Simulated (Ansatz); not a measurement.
This geometry of CHOSe (4 atoms, charge 0, multiplicity 2) is a first-order saddle point.

These are results of UKS PBE0/def2-SVPD (Ansatz), not measurements.

```xyz
4
Properties=species:S:1:pos:R:3
O -1.127 0.071 -0.135
C 0.142 -0.029 0.033
Se 1.414 -0.910 0.811
H -0.430 0.868 -0.708
```

Q: Which two structures does it join? (They come from a converged band through this point; their orientation in space is the band's.)

A: Bonds broken: O1–H4. Bonds formed: C2–H4.

Image 0:

```xyz
4
Properties=species:S:1:pos:R:3
O -0.818 0.181 -0.199
C 0.452 0.016 0.019
Se 1.332 -1.127 0.975
H -0.966 0.930 -0.795
```

Image 10:

```xyz
4
Properties=species:S:1:pos:R:3
O -1.295 -0.269 0.119
C -0.171 0.087 -0.079
Se 1.362 -0.766 0.694
H 0.104 0.948 -0.733
```

Q: How far does it lie above each of them?

A: 33.8 kcal/mol above the first and 55.3 kcal/mol above the second. This is the barrier of this one path; another mechanism may lie lower.

Time of the run: 3.1 min on 2 threads of Intel(R) Xeon(R) CPU @ 2.60GHz (Ice Lake) (shared host), peak memory 0.28 GiB.
